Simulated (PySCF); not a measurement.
## Working out the excitation energy of Se

Se [Ar] 3d10 4s2 4p4 (3P) → Se [Ar] 3d10 4s1 4p5 (3P). All numbers are calculated (PySCF 2.14, scalar relativity by spin-free X2C-1e, in aug-cc-pVDZ-DK). Frozen: [Ar] 3d10. Energies in hartree (1 hartree = 27.21139 eV):

```
             part    Se (lower)    Se (upper)
              UHF  -2427.961290  -2427.529385
MP2 opposite-spin     -0.056566     -0.089381
    MP2 same-spin     -0.018859     -0.020861
```

Task: What does Hartree-Fock give?

Result: (-2427.529385) − (-2427.961290) = 0.431905 hartree = 11.753 eV.

Task: What do MP2 and SCS-MP2 (6/5 opposite-spin, 1/3 same-spin) give?

Result: The opposite-spin parts differ by -0.893 eV and the same-spin parts by -0.054 eV. MP2: 11.753 + (-0.893) + (-0.054) = 10.806 eV. SCS-MP2: 11.753 + 1.2 × (-0.893) + (-0.054)/3 = 10.663 eV.

The upper state lies above the first ionisation limit, where it may autoionise and the basis confines it.

A double-zeta basis recovers only part of the correlation energy.
